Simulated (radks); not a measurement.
Question: These are the eigenvalues of the occupied orbitals of an atom or ion with whole-number occupations (eV). All-electron calculation, scalar-relativistic Kohn-Sham, r2SCAN, spin-unpolarised, spherical densities, finite nucleus; meta-GGA in the generalised Kohn-Sham scheme; Fermi nuclear charge, rms radius of each element as measured or else 0.836 A^(1/3) + 0.57 fm. Program: a radial shooting solver on a logarithmic mesh with Libxc functionals.

1s: -41910.38
2s: -6787.656
2p: -6073.263
3s: -1496.467
3p: -1268.928
3d: -949.6840
4s: -325.0793
4p: -250.1501
4d: -142.5536
5s: -66.6535
5p: -47.6338
4f: -29.1658

Which element is it, and in what charge state? The configuration may be excited.

Answer: Z = 59, praseodymium, charge +3: Pr3+ in [Xe] 4f2. The list shows which subshells hold electrons but not how many an open one holds; the 1s level, -1540.2 hartree, gives Z - s = 55.5 by -(Z - s)^2/2, which with screening and relativity narrows Z to a few neighbours, and the depths of the outer levels then fix element, charge and occupations together.
